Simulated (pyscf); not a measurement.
cyclic C₂H₆Si (SMILES C1C[SiH2]1) -> H₂C=SiH–CH₃, a rearrangement (singlet surface; C–C, H–Si broken, C–H formed). Optimised with ωB97X-D3(BJ)/def2-SVP in PySCF. MP2 and CC: frozen core, UHF for open shells. ΔMP2 is the change of the MP2 total energy from the triple- to the quadruple-zeta basis. Energies in eV from the reactant's lowest minimum found.

Small-basis levels: PySCF, no dispersion term, spherical d functions. AM1 to PM7: differences of heats of formation from MOPAC. Cost: rough CPU time at the saddle relative to B3LYP/6-31G*, from one job on a shared machine.

| level | barrier | reaction energy | cost |
|---|---|---|---|
| HF/STO-3G | 6.92 | +0.90 | 0.04 |
| SVWN5/6-31G* | 3.46 | +0.18 | 0.9 |
| B3LYP/STO-3G | 4.94 | +0.56 | 0.6 |
| B3LYP/6-31G* | 3.43 | -0.01 | 1 |
| M06-2X/6-31G* | ? | +0.14 | 2 |
| B3LYP/6-311+G** | ? | -0.09 | 2 |
| AM1 | 4.16 | -0.29 | under 0.02 |
| CCSD(T)/def2-TZVPP + ΔMP2(QZVPP) | ? | -0.03 | – |

Q: What belongs in the gaps?

A: 
- M06-2X/6-31G*, barrier: 3.96
- B3LYP/6-311+G**, barrier: 3.25
- CCSD(T)/def2-TZVPP + ΔMP2(QZVPP), barrier: 2.93

Against the last row the barrier runs from +0.33 (B3LYP/6-311+G**) to +3.99 eV (HF/STO-3G). CCSD(T)/def2-TZVPP + ΔMP2(QZVPP) has limits of its own. The same reactants have a lower exit, to H₃C–CH₂–SiH: [singlet] (barrier +1.14 eV at ωB97M-D3(BJ), against +3.72 eV here). cyclic C₂H₆Si (SMILES C1C[SiH2]1) lies 0.32 eV over its isomer H₂C=CH–SiH₃, and others may lie lower still (electronic energy, ωB97M-D3(BJ)). H₂C=SiH–CH₃ lies 0.32 eV over its isomer H₂C=CH–SiH₃, and others may lie lower still (electronic energy, ωB97M-D3(BJ)). One saddle was located; it need not be the lowest between these sides. A restricted solution here is unstable towards spin polarisation, so biradical character is likely and single-reference numbers are less safe. The CCSD(T) − MP2 part came from Ansatz, without density fitting, on the same reference. The largest closed-shell T1 diagnostic is 0.058, which may signal static correlation.
